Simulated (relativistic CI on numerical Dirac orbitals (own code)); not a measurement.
# Hyperfine structure of Tm⁶⁵⁺, mass number 171

Method of calculation: Dirac-Coulomb-Breit CI, separate exchange-only KLI orbitals for each configuration, model QED (radiative potential, 1s self-energy scaled to tabulated hydrogen-like ionisation energies), unscaled Slater integrals (own radial code, finite nucleus).

Configurations in the expansion (outside the closed core 1s2): 2s2, 2s 2p, 2p2, 2p 3s, 2p 3p, 2s 3s, 2s 3p, 2s 3d, 2s 4s, 2s 4p, 2s 4d, 2s 4f, 3s2, 3s 3p, 3p2. Levels of other configurations are missing.

Nuclear spin I = 1/2, μ = -0.23 μN (tables of Stone and Pyykkö). The electronic factors are computed for point nuclear moments, without core polarisation or the Bohr-Weisskopf and QED corrections.

```
      Level   E (Ry)  A (GHz)
2s 2p 3P°_1   13.557    -5359
2s 2p 3P°_2   90.517    -2276
2s 2p 1P°_1   96.689     1611
   2p2 3P_1  108.271    258.6
   2p2 1D_2  109.593   -890.7
   2p2 3P_2  188.411   -320.7
 2s 3s 3S_1  687.463    -5284
2s 3p 3P°_1  692.844    -4478
```

Levels with J = 0, under 50 % of one LS term, or S terms without an open s electron are left out. Small factors come from cancelling terms and can be off by tens of per cent or more.

At this charge energies of transitions that change n are usually good to better than 1 %, and those within a shell (Δn = 0) to a few per cent.

**Question.** Give the hyperfine levels of 2s 2p 3P°_1 relative to its centre of gravity.

**Answer.** With K = F(F + 1) − I(I + 1) − J(J + 1), E = AK/2: F = 1/2: 5359, F = 3/2: -2679 GHz.

LS names give the leading component of a level, which can be under half, so a name can repeat, a term be missing and a line seem to break the LS rules.
